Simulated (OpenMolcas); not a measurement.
**Ag3+: moving or changing the point charges**

Ag3+ among 4 point charges of -1.5 e arranged as a square (D4h), 2.11 Å from the ion.
```
   2.1100    0.0000    0.0000  -1.50
   0.0000    2.1100    0.0000  -1.50
  -2.1100    0.0000    0.0000  -1.50
   0.0000   -2.1100    0.0000  -1.50
```

```json
{"Program": "OpenMolcas", "Method": "SS-CASPT2, IPEA 0.25 Eh, imaginary shift 0.1 Eh (closed shells correlated: 4s 4p)", "Basis": "ANO-RCC-VDZP [6s5p3d1f]", "Scalar Hamiltonian": "DKH2, point nucleus", "Active space": "8 electrons in 5 orbitals (4d)", "State averaging": "2S+1 = 3 even, 10 roots; 2S+1 = 1 even, 15 roots", "Spin-orbit coupling": "RASSI with atomic mean-field integrals over the reference wave functions"}
```

Runs around this geometry, states (labels of D4, the rotations of D4h). Energies in cm-1 above the lowest state or level, χT in cm3 K/mol.

| R (Å) | q (e) | Ground state | First state of that spin | First gap with spin-orbit (degeneracies) | χT at 300 K | First state of another spin |
| --- | --- | --- | --- | --- | --- | --- |
| 2.11 | -0.98 | 3E | 3B1 710 | 110 (1, 1) | 3.198 | 1A1 9800 |
| 1.96 | -1.5 | 3A2 | 3E 1100 | 510 (1, 1) | 1.764 | 1A1 6090 |
| 2.11 | -1.5 | 3E | 3A2 160 | 200 (1, 1) | 2.774 | 1A1 7550 |
| 2.23 | -1.5 | 3E | 3A2 830 | 130 (1, 1) | 3.033 | 1A1 8900 |

The ground state changes within this set.

This shell can be high or low spin here, a state of another spin lies low, and with metal d orbitals alone active their balance is uncertain, so the ground spin may be wrong. Point charges give a weaker field than real ligands, and real ions of this kind are as a rule low spin; the high spin found here belongs to the model. Free-ion shares, where given, are those of the reference states; single-state CASPT2 does not remix them. An orbital doublet at a regular site is open to a Jahn-Teller distortion, which this geometry leaves out (holds for R = 2.11, q = -0.98; R = 2.11, q = -1.5; R = 2.23, q = -1.5). The ground term spreads over less than 5000 cm-1, several times less than with real ligands, so orbital moments are less quenched and χT lies further from the spin-only value than at real sites (holds for R = 2.11, q = -0.98; R = 2.23, q = -1.5). Spin-orbit coupling mixes the spin-free states strongly: the lowest level takes only 54 % from its leading state, 3E, which lies 1098 cm-1 above the lowest spin-free state (holds for R = 1.96, q = -1.5). Point charges carry no covalency, so the field is a model and not that of real ligands. No measured value stands beside these numbers.
